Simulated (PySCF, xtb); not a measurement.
H3NOSe, SMILES N[Se]O. The values are those of a single conformer.

Harmonic wavenumbers (cm⁻¹) from GFN2-xTB run with xtb at its own minimum, in rising order: 229, 245, 337, 506, 566, 739, 911, 953, 1469, 3358, 3394, 3568.

**Question.** What does TPSSh-D3(BJ)/def2-TZVP (PySCF) give at its own minimum? (The exact figures need the calculation; the answer reports its results.)

**Answer.** 252, 415, 476, 533, 619, 769, 1005, 1072, 1596, 3493, 3601, 3756. Paired by order, the mean absolute difference is 109 cm⁻¹ and the zero-point energies are 23.3 and 25.1 kcal/mol.
